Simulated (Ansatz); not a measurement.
SnNH3S2 (SMILES [NH2][SnH]1[S][S]1): methods side by side

SnNH3S2: 7 atoms, total charge 0, spin state singlet. SMILES: `[NH2][SnH]1[S][S]1`. The coordinates come from a PBE0-D4/def2-TZVP relaxation. This is one conformer, not always the lowest.

Quantity: the vertical ionisation energy (to the doublet cation), in eV. The values are calculated.

```tsv
level	kind	program	value (eV)	less CCSD(T)/def2-SVP	CPU time (all runs)
HF/def2-SVP (core potential)	Hartree–Fock	Ansatz	7.58	-0.08	23 s
SVWN5/def2-SVP (core potential)	LDA	Ansatz	7.89	+0.23	15 s
BLYP/def2-SVP (core potential)	GGA	Ansatz	7.53	-0.13	25 s
r2SCAN/def2-SVP (core potential)	meta-GGA	Ansatz	7.96	+0.30	56 s
BHLYP/def2-SVP (core potential)	global hybrid	Ansatz	8.03	+0.37	37 s
CAM-B3LYP/def2-SVP (core potential)	range-separated hybrid	Ansatz	8.05	+0.39	39 s
MP2/def2-SVP (core potential)	perturbation theory	Ansatz	7.78	+0.12	18 s
CCSD(T)/def2-SVP (core potential)	coupled cluster or CI	Ansatz	7.66	0.00	3.1 min
```

Differences are taken from CCSD(T)/def2-SVP (core potential) for orientation; it has basis-set and higher-order errors of its own. Spin-orbit coupling is left out. The values span 7.53 to 8.05 eV. In the correlated wave-function rows the outer d shell of Sn is correlated, in sets not made for it. Times are those of the runs behind each value, whatever else they computed, on shared processors of several kinds: orders of magnitude only.
